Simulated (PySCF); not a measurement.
H3B3Cl3N3, charge +1, doublet, at a GFN2-xTB geometry (a state made from the parent by changing its charge; the spin is typed, not shown lowest); PySCF with SVWN5/STO-3G.

Input for PySCF:
```python
from pyscf import gto, scf, dft

mol = gto.Mole()
mol.atom = '''
    Cl   -1.651324   -2.578647   -0.803901
    B    -0.749138   -1.169826   -0.364697
    N    -1.398382    0.072670   -0.129615
    B    -0.679033    1.244044    0.232320
    Cl   -1.496793    2.742245    0.512104
    N     0.733512    1.145425    0.357090
    B     1.428171   -0.074218    0.132377
    Cl    3.148117   -0.163598    0.291798
    N     0.664870   -1.218095   -0.227475
    H    -2.404911    0.124976   -0.222910
    H     1.261480    1.969882    0.614117
    H     1.143431   -2.094858   -0.391207
'''
mol.basis = 'sto-3g'
mol.charge = 1
mol.spin = 1
mol.verbose = 5
mol.build()

mf = dft.UKS(mol)
mf.xc = 'lda,vwn'
mf.kernel()
```

What does PySCF print? Leave out banner, timings and long lists.


```
PySCF version 2.14.0

[INPUT] verbose = 5
[INPUT] max_memory = 4000
[INPUT] num. atoms = 12
[INPUT] num. electrons = 89
[INPUT] charge = 1
[INPUT] spin (= nelec alpha-beta = 2S) = 1
[INPUT] symmetry False subgroup None
[INPUT] Mole.unit = angstrom
[INPUT] Symbol           X                Y                Z      unit          X                Y                Z       unit  Magmom
[...]
[INPUT] ---------------- BASIS SET ----------------
[INPUT] l, kappa, [nprim/nctr], expnt,             c_1 c_2 ...
[INPUT] Cl
[...]
                                109.5358542       0.5353281423
                                29.64467686       0.4446345422
[...]
                                9.053563477       0.3995128261
                                2.944499834       0.7001154689
[...]
                                0.5940934274      0.2255954336
                                0.232524141       0.900398426
[...]
                                9.053563477       0.6076837186
                                2.944499834       0.3919573931
[...]
                                0.5940934274      0.5951670053
                                0.232524141       0.462001012
[INPUT] H
[...]
                                0.62391373        0.53532814
                                0.1688554         0.44463454
[INPUT] B
[...]
                                8.8873622         0.53532814
                                2.405267          0.44463454
[...]
                                0.5198205         0.39951283
                                0.1690618         0.70011547
[...]
                                0.5198205         0.60768372
                                0.1690618         0.39195739
[INPUT] N
[...]
                                18.052312         0.53532814
                                4.8856602         0.44463454
[...]
                                0.8784966         0.39951283
                                0.2857144         0.70011547
[...]
                                0.8784966         0.60768372
                                0.2857144         0.39195739

nuclear repulsion = 603.573815210192
number of shells = 36
number of NR pGTOs = 180
number of NR cGTOs = 60
basis = sto-3g
ecp = {}

******** <class 'pyscf.dft.uks.UKS'> ********
method = UKS
initial guess = minao
damping factor = 0
level_shift factor = 0
DIIS = <class 'pyscf.scf.diis.CDIIS'>
diis_start_cycle = 1
diis_space = 8
diis_damp = 0
SCF conv_tol = 1e-09
SCF conv_tol_grad = None
SCF max_cycles = 50
direct_scf = True
direct_scf_tol = 1e-13
number electrons alpha = 45  beta = 44
XC library pyscf.dft.libxc version 7.1.2
    S. Lehtola, C. Steigemann, M. J. T. Oliveira, and M. A. L. Marques,  SoftwareX 7, 1–5 (2018)
XC functionals = lda,vwn
    P. A. M. Dirac,  Math. Proc. Cambridge Philos. Soc. 26, 376 (1930)
    F. Bloch,  Z. Phys. 57, 545 (1929)
    S. H. Vosko, L. Wilk, and M. Nusair,  Can. J. Phys. 58, 1200 (1980)
radial grids:
    Treutler-Ahlrichs [JCP 102, 346 (1995); DOI:10.1063/1.469408] (M4) radial grids

becke partition: Becke, JCP 88, 2547 (1988); DOI:10.1063/1.454033
pruning grids: <function nwchem_prune>
grids dens level: 3
symmetrized grids: False
atomic radii adjust function: <function treutler_atomic_radii_adjust>
small_rho_cutoff = 0
Set gradient conv threshold to 3.16228e-05
atom Cl rad-grids = 80, ang-grids = [ 50  50  50  50  50  50  50  50  50  50  50  50  50  50  50  50  50  50
  50  50  50  50  50  50  86  86  86  86  86  86  86  86  86  86  86  86
  86 350 350 350 350 350 350 350 350 350 434 434 434 434 434 434 434 434
 434 434 434 434 434 434 434 434 434 434 350 350 350 350 350 350 350 350
 350 350 350 350 350 350 350 350]
atom B rad-grids = 75, ang-grids = [ 50  50  50  50  50  50  50  50  50  50  50  50  50  50  50  50  50  50
  50  50  50  50  50  86  86  86  86  86  86  86  86  86 266 266 266 266
 266 266 266 302 302 302 302 302 302 302 302 302 302 302 302 302 302 302
[...]
 -4.23053537e-01 -4.20029553e-01 -4.19190245e-01 -4.14346071e-01
 -4.07304749e-01 -1.68249922e-01 -1.66397181e-01 -6.13974700e-02
 -2.57563644e-02  1.74455572e-02  2.03212379e-02  5.52982613e-02
  1.11056795e-01  1.12592026e-01  2.09158197e-01  2.09735937e-01
  2.58491037e-01  2.59356943e-01  3.65780223e-01  3.76222332e-01]
  beta  mo_energy =
[-9.94787414e+01 -9.94767986e+01 -9.94655600e+01 -1.39595933e+01
 -1.39573736e+01 -1.39538721e+01 -9.14428112e+00 -9.14253224e+00
 -9.13221142e+00 -7.03961085e+00 -7.03787762e+00 -7.02778189e+00
 -7.02767586e+00 -7.02596833e+00 -7.02296620e+00 -7.02123164e+00
 -7.01533550e+00 -7.01096887e+00 -6.52901665e+00 -6.52817783e+00
 -6.52748295e+00 -1.03502757e+00 -9.82787221e-01 -9.80796156e-01
 -9.10416118e-01 -9.07412629e-01 -8.99163380e-01 -7.17214961e-01
 -6.69391856e-01 -6.69129553e-01 -6.23134185e-01 -5.96658925e-01
 -5.95051742e-01 -5.42162026e-01 -5.40030314e-01 -5.07679768e-01
 -5.04677833e-01 -4.71835386e-01 -4.68833503e-01 -4.19724610e-01
 -4.16090964e-01 -4.14896606e-01 -4.04375774e-01 -4.04189638e-01
 -4.00850110e-01 -1.64035417e-01 -1.62847574e-01 -5.31192522e-02
 -2.49051551e-02  1.85205527e-02  2.11577495e-02  5.99562647e-02
  1.15541545e-01  1.16642774e-01  2.12113997e-01  2.12440211e-01
  2.62167980e-01  2.62883788e-01  3.70408056e-01  3.79662761e-01]
multiplicity <S^2> = 0.7524215  2S+1 = 2.00242
nelec by numeric integration = [45.000008   44.00000785]
E1 = -3393.4165722768344  E2 = 1193.3372788269405  Ecoul = 1304.9062870347975  Exc = -111.56900820785692
cycle= 49 E= -1596.5054782397  delta_E= 0.00729  |g|= 0.125  |ddm|= 1.51
  alpha mo_energy =
[-9.94774907e+01 -9.94769991e+01 -9.94693175e+01 -1.39635058e+01
 -1.39614917e+01 -1.39547294e+01 -9.14355905e+00 -9.14311231e+00
 -9.13600537e+00 -7.03855647e+00 -7.03813471e+00 -7.03118832e+00
 -7.02815710e+00 -7.02764447e+00 -7.02188178e+00 -7.02145394e+00
 -7.02013198e+00 -7.01444296e+00 -6.52824028e+00 -6.52791259e+00
 -6.52702682e+00 -1.04237528e+00 -9.91695060e-01 -9.87621793e-01
 -9.14471726e-01 -9.11915813e-01 -9.04360470e-01 -7.21053780e-01
 -6.73288150e-01 -6.72509489e-01 -6.27025687e-01 -6.01268448e-01
 -5.98790681e-01 -5.51962752e-01 -5.42444109e-01 -5.10103032e-01
 -5.08394957e-01 -4.81452366e-01 -4.77856773e-01 -4.25137937e-01
 -4.22248087e-01 -4.19775124e-01 -4.19546466e-01 -4.14692263e-01
 -4.08008047e-01 -1.67869584e-01 -1.66589912e-01 -6.12003337e-02
 -2.57311316e-02  1.78479987e-02  1.98477497e-02  5.54830537e-02
  1.11011789e-01  1.13151916e-01  2.09066044e-01  2.10093667e-01
  2.58579190e-01  2.59762920e-01  3.66064725e-01  3.76422808e-01]
  beta  mo_energy =
[-9.94767083e+01 -9.94762385e+01 -9.94686662e+01 -1.39595429e+01
 -1.39577596e+01 -1.39516693e+01 -9.14242919e+00 -9.14201289e+00
 -9.13506276e+00 -7.03775426e+00 -7.03735385e+00 -7.03051674e+00
 -7.02589707e+00 -7.02544536e+00 -7.02111980e+00 -7.02071309e+00
 -7.01824798e+00 -7.01380902e+00 -6.52884881e+00 -6.52850467e+00
 -6.52758753e+00 -1.03480052e+00 -9.82899443e-01 -9.80127406e-01
 -9.09699431e-01 -9.07509777e-01 -8.99963795e-01 -7.16964620e-01
 -6.69395247e-01 -6.68758193e-01 -6.22918665e-01 -5.96609523e-01
 -5.94587441e-01 -5.41990134e-01 -5.40002230e-01 -5.07034343e-01
 -5.05439735e-01 -4.71363480e-01 -4.69121468e-01 -4.18939472e-01
 -4.16470167e-01 -4.14759021e-01 -4.04798492e-01 -4.04093521e-01
 -4.01068806e-01 -1.63663725e-01 -1.63062703e-01 -5.29687834e-02
 -2.48810843e-02  1.89208231e-02  2.06958591e-02  6.01323739e-02
  1.15522492e-01  1.17127480e-01  2.12051650e-01  2.12744950e-01
  2.62255457e-01  2.63252928e-01  3.70667545e-01  3.79842187e-01]
multiplicity <S^2> = 0.75241954  2S+1 = 2.0024181
nelec by numeric integration = [45.00000801 44.0000078 ]
E1 = -3393.389256665586  E2 = 1193.3067275434657  Ecoul = 1304.8742217240992  Exc = -111.56749418063342
cycle= 50 E= -1596.50871391193  delta_E= -0.00324  |g|= 0.128  |ddm|= 0.124
SCF not converged.
SCF energy = -1596.50871391193 after 50 cycles  <S^2> = 0.75241954  2S+1 = 2.0024181
```

The run did not converge; its last values are not results.
